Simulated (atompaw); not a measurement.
## Scattering properties, PAW (atompaw) potential for mercury (Hg)

```
Element                 : mercury
Generator               : atompaw 4.2.0.5
Type                    : PAW
Functional              : PBEsol
Relativity              : scalar-relativistic
Frozen core             : [Kr] 4d10
Valence charge          : 34
Reference configuration : 4f14 5s2 5p6 5d10 6s2 6p0
Partial waves           : 5s (bound): rc 1.20 bohr; 6s (bound): rc 1.80 bohr; 5p (bound): rc 1.35 bohr; 6p (bound, empty): rc 1.80 bohr; 5d (bound): rc 1.60 bohr; 5d channel at 3.25 Ry: rc 1.80 bohr; 4f (bound): rc 0.85 bohr; 4f channel at -5.05 Ry: rc 0.85 bohr
Local potential         : troulliermartins scheme with l = 4 at 0 Ry, radius 1.55 bohr
Core correction         : smooth core density matched at 1.45 bohr
Augmentation charge     : sinc compensation charge, radius 1.30 bohr; PAW radius 1.80 bohr; waves and projectors: custom polynom2 7 10 vanderbiltortho
```

The phase is arctan(r·u′/u) with u = r·R(r), unwrapped; energies in Ry, scanned from -11 to 5 Ry. A pole is an energy at which the radial function vanishes at the test radius. The pseudo phase is shifted by a multiple of π to meet the all-electron one at the reference energy, and phase errors are pseudo minus all-electron; the curves can meet again beyond the range given. Levels narrower than the energy grid can be missing from the lists of poles. n/a: not evaluated, since a narrow level or a reset projector energy made the automatic matching unsafe.

| channel | radius (bohr) | reference energy (Ry) | poles, all-electron | poles, pseudo | unbroken range about the reference energy with phases within 0.05 rad | phase error 1 Ry above the reference energy (rad) |
| --- | --- | --- | --- | --- | --- | --- |
| s | 1.80 | -0.50 | -8.48 | -8.48 | below 3.8 | -0.008 |
| p | 1.80 | -0.07 | -4.34 | -4.34 | below 2.2 | -0.002 |
| d | 1.80 | -0.73 | 1.01 | 1.00 | the whole range | -0.001 |
| f | 1.80 | -7.05 | none | -7.03 | n/a | n/a |

A Bessel basis up to 400 Ry misses an occupied level by 7.17 Ry, so cutoffs and ghosts were not judged.

Phases in the p channel:

| E (Ry) | all-electron | pseudo |
| --- | --- | --- |
| -11.00 | 1.379 | 1.376 |
| -10.76 | 1.376 | 1.373 |
| -10.52 | 1.373 | 1.369 |
| -10.28 | 1.369 | 1.365 |
| -10.04 | 1.365 | 1.362 |
| -9.80 | 1.361 | 1.357 |
| -9.56 | 1.356 | 1.353 |
| -9.32 | 1.351 | 1.348 |
| -9.08 | 1.346 | 1.342 |
| -8.84 | 1.340 | 1.337 |
| -8.60 | 1.334 | 1.330 |
| -8.36 | 1.326 | 1.323 |
| -8.12 | 1.318 | 1.314 |
| -7.88 | 1.309 | 1.305 |
| -7.64 | 1.298 | 1.294 |
| -7.40 | 1.285 | 1.281 |
| -7.16 | 1.269 | 1.265 |
| -6.92 | 1.250 | 1.245 |
| -6.68 | 1.224 | 1.219 |
| -6.44 | 1.190 | 1.184 |
| -6.20 | 1.139 | 1.133 |
| -5.96 | 1.056 | 1.049 |
| -5.72 | 0.898 | 0.890 |
| -5.48 | 0.511 | 0.499 |
| -5.24 | -0.433 | -0.439 |
| -5.00 | -1.139 | -1.139 |
| -4.76 | -1.398 | -1.398 |
| -4.52 | -1.517 | -1.518 |
| -4.28 | -1.585 | -1.586 |
| -4.04 | -1.630 | -1.631 |
| -3.80 | -1.663 | -1.664 |
| -3.56 | -1.688 | -1.690 |
| -3.32 | -1.709 | -1.711 |
| -3.08 | -1.727 | -1.729 |
| -2.84 | -1.744 | -1.745 |
| -2.60 | -1.759 | -1.760 |
| -2.36 | -1.773 | -1.774 |
| -2.12 | -1.787 | -1.788 |
| -1.88 | -1.801 | -1.802 |
| -1.64 | -1.815 | -1.816 |
| -1.40 | -1.829 | -1.830 |
| -1.16 | -1.844 | -1.845 |
| -0.92 | -1.860 | -1.861 |
| -0.68 | -1.877 | -1.878 |
| -0.44 | -1.896 | -1.896 |
| -0.20 | -1.916 | -1.916 |
| 0.04 | -1.938 | -1.938 |
| 0.28 | -1.963 | -1.963 |
| 0.52 | -1.991 | -1.992 |
| 0.76 | -2.023 | -2.025 |
| 1.00 | -2.061 | -2.064 |
| 1.24 | -2.105 | -2.110 |
| 1.48 | -2.157 | -2.166 |
| 1.72 | -2.219 | -2.235 |
| 1.96 | -2.296 | -2.323 |
| 2.20 | -2.391 | -2.436 |
| 2.44 | -2.509 | -2.583 |
| 2.68 | -2.656 | -2.773 |
| 2.92 | -2.835 | -3.010 |
| 3.16 | -3.044 | -3.280 |
| 3.40 | -3.269 | -3.550 |
| 3.64 | -3.489 | -3.785 |
| 3.88 | -3.687 | -3.975 |
| 4.12 | -3.852 | -4.121 |
| 4.36 | -3.987 | -4.234 |
| 4.60 | -4.094 | -4.323 |
| 4.84 | -4.181 | -4.393 |
